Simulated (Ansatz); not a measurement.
The same redistribution along the group B, Al, Ga, In.

Calculated with Ansatz (gas phase, PBE0-D4/def2-TZVP geometries, no zero-point term in ΔE). CCSD(T)/CBS is the MP2 limit (def2-TZVPP, def2-QZVPP) plus CCSD(T) − MP2 in def2-TZVPP, frozen cores. This one scheme is used for every species. DFT in def2-TZVPP. Elements past krypton have def2 core potentials. For Br, Ga, In outer-core shells are correlated without core-valence functions, which leaves a few kJ/mol of doubt a bond. Scalar relativity is left out up to krypton. Each species was taken in one conformer, which may not be the lowest.

```
                                                                              reaction  CCSD(T)/CBS(def2) (eV)
                       `OB(O)O` + `O[SiH](F)[SiH2]Br` → `OB(O)Br` + `O[SiH2][SiH](O)F`                    0.67
`[OH][Al]([OH])[OH]` + `O[SiH](F)[SiH2]Br` → `[OH][Al]([OH])[Br]` + `O[SiH2][SiH](O)F`                       ?
`[OH][Ga]([OH])[OH]` + `O[SiH](F)[SiH2]Br` → `[OH][Ga]([OH])[Br]` + `O[SiH2][SiH](O)F`                   -0.55
`[OH][In]([OH])[OH]` + `O[SiH](F)[SiH2]Br` → `[OH][In]([OH])[Br]` + `O[SiH2][SiH](O)F`                   -0.95
```

**Question.** Fill in the missing values. (Estimate.)

**Answer.** The calculation gave: `[OH][Al]([OH])[OH]` + `O[SiH](F)[SiH2]Br` → `[OH][Al]([OH])[Br]` + `O[SiH2][SiH](O)F`: -0.10 eV.

Largest T1 diagnostic: 0.017, for `[OH][In]([OH])[OH]`.
